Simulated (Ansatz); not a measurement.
Ansatz (an electronic-structure program) input file for Br4Zr, SMILES [Br][Zr+]([Br])([Br])[Br] (connectivity only; charge and spin as stated), charge +1, multiplicity 2, PBE/def2-TZVPD. The structure is a stationary point at PBE0-D3(BJ)/def2-SVP. A frequency run showed that this geometry is not a minimum. The multiplicity is an assumed one; other spin states were not compared. The def2 effective core potentials stand for the cores of Zr; spin–orbit coupling is left out.

Ansatz 0.2 input:
```yaml
crystal:
  periodic: [false, false, false]
  atoms:
    - {symbol: Zr, position_ang: [-0.00000000, -0.00000000, -0.00000000]}
    - {symbol: Br, position_ang: [-1.47072140, 1.47072144, -1.33769809]}
    - {symbol: Br, position_ang: [-1.47072145, -1.47072144, 1.33769805]}
    - {symbol: Br, position_ang: [1.47072140, 1.47072142, 1.33769811]}
    - {symbol: Br, position_ang: [1.47072145, -1.47072141, -1.33769807]}
basis:
  gaussian:
    orbitals: def2-TZVPD
hamiltonian:
  xc: {name: PBE}
total_charge: 1
magnetization: {spin_polarized: true, initial_magnetization: 1}
```

It prints:

```
WARN ansatz: RAYON_NUM_THREADS=2 ignored (pool sized by the plan → 2); use --threads N
Functional definition: PBE
integrals: 0.41 GiB planned
2001 factors; their error is unknown
mean field: 2.24 GiB planned
mean field evaluation 1: about -281419.3374 eV, gradient 2.6e1 eV
mean field evaluation 2: about -281405.3310 eV, gradient 5.1e1 eV
mean field evaluation 4: about -281421.1225 eV, gradient 1.5e1 eV
mean field evaluation 8: about -281422.4238 eV, gradient 7.2e0 eV
mean field evaluation 16: about -281422.9590 eV, gradient 2.3e-2 eV
mean field evaluation 32: about -281422.7194 eV, gradient 4.5e0 eV
mean field evaluation 64: about -281422.9071 eV, gradient 8.3e-2 eV
mean field evaluation 96: about -281422.9272 eV, gradient 1.2e0 eV
mean field evaluation 128: about -281422.7837 eV, gradient 3.8e0 eV
mean field -281422.94787550 eV, -10342.1025790993 hartree, gradient 4.0e-6 eV, S^2 0.753514; 14 other end points of the search recorded, 0 dependent functions left out
reference -281422.94793169 eV, -10342.1025811641 hartree; 76, 75 occupied and 192, 193 virtual orbitals, 2001 factors
Total energy: -281422.94793169 eV, -10342.1025811641 hartree
```

The calculation finished and met its thresholds.
